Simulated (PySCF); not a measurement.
Species: `C=C(C#N)[SiH](C)C`. The columns A, B, C and D hold Mulliken, IAO, Hirshfeld and ESP-fitted charges (e) of one PBE0/pcSseg-1 density (PySCF), in a shuffled order. Coordinates in Å (GFN2-xTB); the density's dipole moment is (0.87, 2.03, 3.00) D.

```json
{"atom": "C1", "x": "-1.986", "y": "-0.770", "z": "1.348", "A": "-0.288", "B": "-0.240", "C": "-0.050", "D": "-0.040"}
{"atom": "C2", "x": "-1.123", "y": "-0.632", "z": "0.343", "A": "-0.339", "B": "-0.305", "C": "-0.075", "D": "-0.544"}
{"atom": "C3", "x": "-1.321", "y": "-1.338", "z": "-0.858", "A": "+0.500", "B": "+0.138", "C": "+0.074", "D": "+0.141"}
{"atom": "N4", "x": "-1.431", "y": "-1.889", "z": "-1.859", "A": "-0.509", "B": "-0.255", "C": "-0.227", "D": "-0.255"}
{"atom": "Si5", "x": "0.426", "y": "0.485", "z": "0.384", "A": "+0.875", "B": "+0.940", "C": "+0.391", "D": "+0.890"}
{"atom": "C6", "x": "1.948", "y": "-0.618", "z": "0.115", "A": "-0.774", "B": "-0.720", "C": "-0.212", "D": "-0.621"}
{"atom": "C7", "x": "0.263", "y": "1.762", "z": "-1.012", "A": "-0.772", "B": "-0.721", "C": "-0.212", "D": "-0.621"}
{"atom": "H8", "x": "-1.851", "y": "-0.237", "z": "2.275", "A": "+0.168", "B": "+0.160", "C": "+0.058", "D": "+0.127"}
{"atom": "H9", "x": "-2.851", "y": "-1.413", "z": "1.284", "A": "+0.185", "B": "+0.165", "C": "+0.061", "D": "+0.135"}
{"atom": "H10", "x": "0.440", "y": "1.123", "z": "1.710", "A": "-0.175", "B": "-0.132", "C": "-0.079", "D": "-0.091"}
{"atom": "H11", "x": "2.863", "y": "-0.034", "z": "0.124", "A": "+0.188", "B": "+0.159", "C": "+0.045", "D": "+0.141"}
{"atom": "H12", "x": "1.892", "y": "-1.131", "z": "-0.842", "A": "+0.200", "B": "+0.164", "C": "+0.046", "D": "+0.155"}
{"atom": "H13", "x": "2.035", "y": "-1.377", "z": "0.888", "A": "+0.177", "B": "+0.161", "C": "+0.044", "D": "+0.144"}
{"atom": "H14", "x": "1.122", "y": "2.425", "z": "-1.040", "A": "+0.188", "B": "+0.159", "C": "+0.045", "D": "+0.141"}
{"atom": "H15", "x": "0.190", "y": "1.273", "z": "-1.980", "A": "+0.200", "B": "+0.165", "C": "+0.046", "D": "+0.155"}
{"atom": "H16", "x": "-0.624", "y": "2.378", "z": "-0.890", "A": "+0.176", "B": "+0.161", "C": "+0.044", "D": "+0.144"}
```

Question: Which column most likely holds the ESP-fitted charges?

Answer: A. Σ q r misses the density's dipole by 0.03 D (A), 0.29 D (B), 0.74 D (C), 1.10 D (D). Charges fitted to the outside potential are the only set here that is tied to the molecule's multipoles.

Question: And the Hirshfeld charges?

Answer: C. The mean sizes are 0.107 e (C), 0.271 e (D), 0.296 e (B), 0.357 e (A), and Hirshfeld charges are commonly the smallest of these schemes.

As computed, A = ESP-fitted, B = IAO, C = Hirshfeld, D = Mulliken. Hydrogens on carbon: ESP-fitted +0.17 to +0.20, IAO +0.16 to +0.16, Hirshfeld +0.04 to +0.06, Mulliken +0.13 to +0.15 e.

The IAO scheme projects the occupied orbitals on a minimal set of polarised atomic orbitals and counts the electrons in each atom's part of it. The ESP scheme is a least-squares fit of atom-centred charges to the potential on four shells outside the van der Waals surface, with the total charge fixed.

One conformer (not necessarily the lowest) at the GFN2-xTB geometry, without solvent, vibrations or thermal averaging.

Shape of the structure used: `[CH2:1]=[C:2]([C:3]#[N:4])[SiH:5]([CH3:6])[CH3:7]`: C1–C2–Si5–C6 120°.
